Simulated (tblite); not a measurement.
Compound: C6H16OSSi.
Structure used (GFN2-xTB), in Å, numbered top down from 1:
```
atom  x, y, z in Å
C1     3.3752   -0.4706    0.5936
C2     1.8908   -0.8135    0.6574
C3     0.9795    0.2904    0.1140
C4     1.2072    0.5266   -1.3804
Si5   -0.8475   -0.1236    0.4661
O6    -1.9063    0.9581   -0.1269
C7    -2.0084    2.3148    0.1990
S8    -1.3597   -1.9231   -0.5613
C9    -3.1730   -1.8808   -0.4194
H10    3.9583   -1.2454    1.0864
H11    3.5709    0.4759    1.0944
H12    3.7181   -0.3947   -0.4346
H13    1.6230   -1.0091    1.6982
H14    1.7013   -1.7298    0.0954
H15    1.2267    1.2172    0.6460
H16    0.5110    1.2706   -1.7638
H17    2.2173    0.8818   -1.5736
H18    1.0528   -0.3991   -1.9309
H19   -1.0734   -0.2952    1.9065
H20   -2.7985    2.7465   -0.4150
H21   -2.2603    2.4372    1.2541
H22   -1.0692    2.8342    0.0007
H23   -3.5540   -2.7055   -1.0115
H24   -3.5359   -0.9356   -0.8057
H25   -3.4568   -2.0030    0.6207
```

Computed with GFN2-xTB (tblite): harmonic, unscaled wavenumbers at the GFN2-xTB geometry, gas phase. The method is semi-empirical: single wavenumbers can be off by several per cent or more. Modes of hydrogen on silicon can be 10 to 20 % off. One conformer, not necessarily the lowest.

Harmonic wavenumbers (cm⁻¹): 30.9, 40.6, 61.1, 73.4, 74.4, 96.0, 113.3, 126.7, 160.3, 184.7, 200.7, 230.4, 258.9, 275.3, 317.1, 387.6, 415.6, 523.9, 643.8, 706.7, 726.8, 730.3, 784.4, 814.1, 907.2, 947.9, 958.3, 981.8, 1021.0, 1038.7, 1081.6, 1126.8, 1130.6, 1144.6, 1149.4, 1173.0, 1244.0, 1271.9, 1313.7, 1319.0, 1360.3, 1412.4, 1413.3, 1416.6, 1452.9, 1455.2, 1477.8, 1485.2, 1492.5, 1501.0, 1502.3, 1507.6, 1519.1, 2207.7, 2903.0, 2961.4, 2966.5, 2972.7, 2988.1, 3000.0, 3014.8, 3022.6, 3025.8, 3032.5, 3034.5, 3036.8, 3048.3, 3055.5, 3064.3.

A = 1438, B = 755.4, C = 570.0 MHz; mass 164.069 u (most abundant isotopes); point group C1, symmetry number 1.

Task: What is the zero-point energy?

Result: ½Σν̃ = 46059 cm⁻¹ = 550.98 kJ/mol.

Task: What is S at 200 K and 1 bar for an ideal gas of classical rigid rotors and harmonic oscillators?

Result: Translation 164.17, rotation 123.18, vibration 156.35: S = 443.7 J/(mol K).

Task: And Cp and H(200 K) − H(0)?

Result: Cp = 166.63 J/(mol K), of which vibrations give 133.37 (their classical limit is 69 R = 573.7); H(200 K) − H(0) = 22.36 kJ/mol without the zero-point energy, 15.71 from vibrations.

Task: How do the functions run with temperature in this model?

Result: 
```tsv
T (K)	S (J/(mol K))	Cp (J/(mol K))	H − H(0) (kJ/mol)	G − H(0) (kJ/mol)	ln q(vib)
100	345.3	120.2	7.90	-26.63	4.24
300	519.7	212.5	41.27	-114.65	13.78
500	650.5	304.4	93.24	-232.00	21.58
800	816.4	401.7	200.30	-452.83	31.97
1000	911.0	445.9	285.27	-625.76	38.27
```

q(vib) and H(0) count from the zero-point level.

Task: Blend soft modes into free rotors: weight 1/[1 + (100 cm⁻¹/ν̃)⁴] for the oscillator and the rest for a rotor with moment μB/(μ + B), μ = h/(8π²ν), B = 10⁻⁴⁴ kg m². What vibrational entropy results?

Result: 140.18 J/(mol K) in place of 156.35, which changes −T·S at 200 K by +3.23 kJ/mol.

Task: Which modes carry the vibrational entropy at 200 K?

Result: 30.9 cm⁻¹: 20.83; 40.6 cm⁻¹: 18.58; 61.1 cm⁻¹: 15.22; 73.4 cm⁻¹: 13.72; 74.4 cm⁻¹: 13.61; 96.0 cm⁻¹: 11.56 J/(mol K); the other 63 give 62.84 together.

Task: What must be added to the electronic energy to get the Gibbs energy at 200 K and 1 bar?

Result: ZPE + [H(200 K) − H(0)] − T·S = 550.98 + 22.36 − 88.74 = 484.60 kJ/mol.

Hindered rotation and anharmonicity are outside this model. Other conformers, if any are populated, would add a mixing term that is left out. The structure is chiral; the term R ln 2 for an equal mix with its mirror image is left out.

Hardware: an Arm Neoverse V1 with one thread (shared host). Cost: 1.5 s of wall time. This covers the Hessian and the dipole derivatives.
